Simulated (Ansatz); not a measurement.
Start from `[Br][AlH][Br]` and change one atom or group to get `[SiH3][AlH][Br]`.

Ansatz, PBE0-D4/def2-TZVP geometries, multiplicity 1. 

Scalar relativity is left out up to krypton.

```tsv
property	`[Br][AlH][Br]`
HOMO–LUMO gap (ωB97M-V/def2-TZVPP) / eV	10.87
LUMO energy (PBE/def2-TZVPP) / eV	-2.39
LUMO energy (PBE0/def2-TZVPP) / eV	-1.65
size of the dipole moment (ωB97M-V/def2-TZVPP) / D	0.93
HOMO–LUMO gap (B3LYP/def2-TZVPP) / eV	6.54
HOMO–LUMO gap (PBE/def2-TZVPP) / eV	4.99
```

Question: Give the same properties after the change, and the shifts. (An estimate is asked.)

Answer: The calculation gave: 
```json
{"property": "HOMO–LUMO gap (ωB97M-V/def2-TZVPP) / eV", "`[SiH3][AlH][Br]`": "9.30", "shift": "-1.57"}
{"property": "LUMO energy (PBE/def2-TZVPP) / eV", "`[SiH3][AlH][Br]`": "-2.83", "shift": "-0.44"}
{"property": "LUMO energy (PBE0/def2-TZVPP) / eV", "`[SiH3][AlH][Br]`": "-2.09", "shift": "-0.44"}
{"property": "size of the dipole moment (ωB97M-V/def2-TZVPP) / D", "`[SiH3][AlH][Br]`": "1.27", "shift": "0.34"}
{"property": "HOMO–LUMO gap (B3LYP/def2-TZVPP) / eV", "`[SiH3][AlH][Br]`": "5.26", "shift": "-1.28"}
{"property": "HOMO–LUMO gap (PBE/def2-TZVPP) / eV", "`[SiH3][AlH][Br]`": "3.78", "shift": "-1.21"}
```

With PBE0 the HOMO rises by 0.95 eV and the LUMO falls by 0.44 eV, so the gap narrows by about 1.39 eV. PBE moves the HOMO by 0.78 eV and ωB97M-V by 1.13 eV. Dipoles are sizes alone; their direction can turn.

B3LYP here is the variant with VWN-RPA as its local correlation; programs differ in this.

Spin–orbit coupling is left out; it splits and shifts lone-pair levels of the heavy atoms by tenths of an eV.
